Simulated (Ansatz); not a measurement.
Species: trimethoxy(sulfanyl)silane, C₃H₁₀O₃SSi, charge 0, multiplicity 1. SMILES: [Si](OC)(S)(OC)OC
Geometry from a B3LYP-D3(BJ)/def2-TZVP (Ansatz, a first-principles code) optimisation:
```xyz
18

C     -1.4431     2.0725    -0.9555
O     -1.4019     0.7111    -0.5491
Si    -0.0871    -0.0397     0.0462
S      0.6288     0.7857     1.8817
O      1.1069     0.1533    -1.0498
C      2.4163    -0.3909    -0.9472
O     -0.4967    -1.5887     0.3262
C     -1.2576    -2.3947    -0.5692
H     -1.1641     2.7329    -0.1302
H     -2.4636     2.2991    -1.2620
H     -0.7682     2.2468    -1.7964
H     -0.3324     0.2098     2.6229
H      2.9422     0.0106    -0.0778
H      2.3827    -1.4800    -0.8645
H      2.9625    -0.1192    -1.8497
H     -0.7206    -2.5491    -1.5087
H     -2.2227    -1.9323    -0.7843
H     -1.4181    -3.3599    -0.0907
```
Charge 0, spin multiplicity 1.

Parts of the frozen-core correlation energy in cc-pV(D+d)Z (Ansatz, hartree). Frozen orbitals: 16; correlated occupied orbitals by spin: 25 and 25; virtual: 139 and 139. Spin-orbit coupling is left out. Non-relativistic.

```
term                             value
-------------------------  -----------
reference (HF)             -1030.65630
MP2 opposite-spin                  ___
MP2 same-spin                      ___
CCSD correlation                   ___
(T)                           -0.03399
T1 diagnostic                    0.011
largest doubles amplitude        0.026
```

Question: Fill in the missing entries.

Answer: 
- MP2 opposite-spin, value: -0.90461
- MP2 same-spin, value: -0.29897
- CCSD correlation, value: -1.28150
